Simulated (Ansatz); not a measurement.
`[OH][Ge]([F])([F])[SiH3]` + H₂ → `[OH][GeH]([F])[SiH3]` + H–F at 500 K and 1 bar (hydrogenolysis of a Ge–F bond).

Gas-phase electronic energies from Ansatz, PBE0-D4/def2-TZVP geometries. CCSD(T)/CBS adds triple-zeta CCSD(T) − MP2 to the extrapolated MP2 energy (def2 sets, frozen cores). This one scheme is used for every species. For Ge outer-core shells are correlated without core-valence functions, which leaves a few kJ/mol of doubt a bond. Scalar relativity is left out up to krypton. One conformer a species, not always the lowest.

```tsv
species	CCSD(T)/CBS energy (Eh)	H − E (kJ/mol)	S (J/(mol·K))
`[OH][Ge]([F])([F])[SiH3]`	-2642.46724	166.5	451.2
H₂	-1.17544	41.0	145.5
`[OH][GeH]([F])[SiH3]`	-2543.22347	176.0	422.1
H–F	-100.39570	39.4	188.7
```

H − E and S are ideal-gas, rigid-rotor, harmonic terms from PBE0-D4/def2-TZVP, for one conformer and one mirror image of each species. For small species the MP2-based limit differs from directly extrapolated CCSD(T) by up to some mEh (0.8 for H₂); such offsets cancel only in part. 1 Eh = 2625.50 kJ/mol, R = 8.31446 J/(mol·K).

Problem. By hand: ΔE, ΔH, ΔS and ΔG.

Solution. ΔE = (-2543.22347) + (-100.39570) − (-2642.46724) − (-1.17544) = 0.02351 Eh = 61.7 kJ/mol. Δ(H − E) = 176.0 + 39.4 − 166.5 − 41.0 = 7.9, so ΔH = 69.6 kJ/mol. ΔS = 422.1 + 188.7 − 451.2 − 145.5 = 14.1 J/(mol·K). ΔG = 69.6 − 500 × (14.1)/1000 = 62.5 kJ/mol.

Problem. By hand: the equilibrium constant, and the temperature at which ΔG would vanish if ΔH and ΔS stayed fixed.

Solution. log₁₀ K = −ΔG/(RT ln 10) = -6.5. ΔG = 0 at ΔH/ΔS = 4936 K, far beyond where these terms or the molecules hold.

The number of gas molecules stays the same, so ΔS is small and ΔH decides. A doubt of 5 kJ/mol in ΔE shifts log₁₀ K by 0.5 here. Other conformers and mirror images would add mixing entropy, several J/(mol·K) or more a flexible species. These are equilibria of isolated gas molecules and say nothing of rates. Largest T1 diagnostic: 0.013 (customary marks: 0.02 for closed shells, 0.045 for open ones).
